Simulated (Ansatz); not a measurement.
Ansatz (a first-principles code) input (B3LYP/def2-TZVPD):

Ansatz 0.2 input:
```yaml
crystal:
  periodic: [false, false, false]
  atoms:
    - {symbol: F, position_ang: [-1.36561773, -0.72379563, -1.34450309]}
    - {symbol: Ge, position_ang: [-0.65693939, 0.02431890, 0.02228301]}
    - {symbol: F, position_ang: [-1.23032770, 1.63650042, 0.06812198]}
    - {symbol: F, position_ang: [-1.27395634, -0.76944687, 1.40764598]}
    - {symbol: Br, position_ang: [1.59574790, -0.05907218, -0.05412686]}
basis:
  gaussian:
    orbitals: def2-TZVPD
hamiltonian:
  xc: {name: B3LYP}
total_charge: 1
magnetization: {spin_polarized: true, initial_magnetization: 1}
```

End of the output:

```
integrals: 0.22 GiB planned
1461 factors; their error is unknown
0.33 GiB of the device are held for the grids
1.80 GiB of device memory are held for the factors and their scratch space
mean field: 1.48 GiB planned
mean field evaluation 1: about -134695.5165 eV, gradient 7.5e1 eV
mean field evaluation 2: about -134585.2978 eV, gradient 1.9e2 eV
mean field evaluation 4: about -134712.1245 eV, gradient 7.0e0 eV
mean field evaluation 8: about -134712.3027 eV, gradient 1.3e-1 eV
mean field evaluation 16: about -134712.7542 eV, gradient 2.2e-3 eV
mean field evaluation 32: about -134710.6801 eV, gradient 1.8e1 eV
mean field evaluation 64: about -134712.7413 eV, gradient 1.5e0 eV
mean field evaluation 96: about -134711.6163 eV, gradient 9.8e0 eV
mean field -134712.75422586 eV, -4950.6024062160 hartree, gradient 5.8e-6 eV, S^2 0.752719; 9 other end points of the search recorded, 0 dependent functions left out
reference -134712.75450274 eV, -4950.6024163913 hartree; 47, 46 occupied and 184, 185 virtual orbitals, 1461 factors
Total energy: -134712.75450274 eV, -4950.6024163913 hartree
```

This state (charge 1, doublet) is run at the relaxed geometry of the species with charge 0 and multiplicity 1.
